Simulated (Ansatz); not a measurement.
The lowest doublet and quartet of CCl (SMILES [C]Cl); geometries from B3LYP-D3(BJ)/def2-TZVP, each state relaxed from the structure named, with no frequency check.
Doublet (charge 0, multiplicity 2):
```xyz
2

C      0.0000     0.0000    -1.2243
Cl     0.0000     0.0000     0.4321
```
Quartet (charge 0, multiplicity 4):
```xyz
2

C      0.000     0.000    -1.227
Cl     0.000     0.000     0.433
```

```
level                                         gap E(doublet) − E(quartet), adiabatic (kcal/mol)  cost
--------------------------------------------  -------------------------------------------------  ----
U-HF/cc-pV(D+d)Z                                                                         -26.13     -
U-HF/cc-pV(T+d)Z                                                                         -26.23     -
U-HF/cc-pV(Q+d)Z                                                                         -26.24     -
U-SVWN5/def2-TZVPP                                                                       -56.14  ×0.8
U-PBE/def2-TZVPP                                                                         -55.84    ×1
U-r2SCAN/def2-TZVPP                                                                      -46.85    ×1
U-B3LYP/def2-TZVPP                                                                       -58.62    ×1
U-PBE0/def2-TZVPP                                                                        -51.45  ×0.7
U-BHLYP/def2-TZVPP                                                                       -55.18  ×0.8
U-wB97X-V/def2-TZVPP                                                                     -59.21    ×2
U-wB97M-V/def2-TZVPP                                                                     -59.52    ×3
U-B2PLYP/def2-TZVPP                                                                      -57.25    ×1
U-MP2/cc-pV(D+d)Z                                                                        -46.29     -
U-MP2/cc-pV(T+d)Z                                                                        -49.43     -
U-MP2/cc-pV(Q+d)Z                                                                        -50.80     -
U-SCS-MP2/cc-pV(D+d)Z                                                                    -50.91     -
U-SCS-MP2/cc-pV(T+d)Z                                                                    -55.90     -
U-SCS-MP2/cc-pV(Q+d)Z                                                                    -57.84     -
U-CCSD/cc-pV(D+d)Z                                                                       -49.64     -
U-CCSD/cc-pV(T+d)Z                                                                       -51.54     -
U-CCSD/cc-pV(Q+d)Z                                                                       -52.28     -
U-CCSD(T)/cc-pV(D+d)Z                                                                    -51.73    ×1
U-CCSD(T)/cc-pV(T+d)Z                                                                    -54.04    ×3
U-CCSD(T)/cc-pV(Q+d)Z                                                                    -54.87   ×10
U-CCSDT/cc-pV(D+d)Z                                                                      -51.95     -
U-CCSDT(Q)/cc-pV(D+d)Z                                                                   -52.08   ×10
SA-CASSCF(3,4)/cc-pV(D+d)Z                                                               -40.47     -
SA-CASSCF(3,4)/cc-pV(T+d)Z                                                               -41.15     -
SA-CASSCF(3,4)/cc-pV(Q+d)Z                                                               -41.24     -
SC-NEVPT2 on SA-CASSCF(3,4)/cc-pV(D+d)Z                                                  -47.82     -
SC-NEVPT2 on SA-CASSCF(3,4)/cc-pV(T+d)Z                                                  -50.54     -
SC-NEVPT2 on SA-CASSCF(3,4)/cc-pV(Q+d)Z                                                  -51.62     -
FIC-NEVPT4(SD) on SA-CASSCF(3,4)/cc-pV(D+d)Z                                             -50.77     -
FIC-NEVPT4(SD) on SA-CASSCF(3,4)/cc-pV(T+d)Z                                             -53.25     -
FIC-NEVPT4(SD) on SA-CASSCF(3,4)/cc-pV(Q+d)Z                                             -54.15     -
FIC-MRCISD+Q on SA-CASSCF(3,4)/cc-pV(D+d)Z                                               -51.53     -
FIC-MRCISD+Q on SA-CASSCF(3,4)/cc-pV(T+d)Z                                               -53.51     -
FIC-MRCISD+Q on SA-CASSCF(3,4)/cc-pV(Q+d)Z                                               -54.23     -
```

The rows run from -59.52 (U-wB97M-V/def2-TZVPP) to -26.13 kcal/mol (U-HF/cc-pV(D+d)Z). In cc-pV(Q+d)Z the value moves U-HF -26.24, U-MP2 -50.80, U-CCSD -52.28, U-CCSD(T) -54.87, a shift of -28.63 from U-HF to U-CCSD(T). From cc-pV(D+d)Z to cc-pV(Q+d)Z U-CCSD(T) changes by -3.14. The 9 U-functionals in def2-TZVPP without D3 or D4 span 12.68, from U-wB97M-V to U-r2SCAN.

A positive gap puts the quartet lower; no zero-point energy. U- takes an unrestricted doublet. The quartet is unrestricted in single-reference levels. Active spaces average the two states.

Correlated levels freeze the cores.

Run with Ansatz (a program for electronic structure). 

Costs are rough ratios of core time to U-PBE/def2-TZVPP (about 1.6 s over the structures, on one shared machine); a dash marks a level with no comparable run of its own.
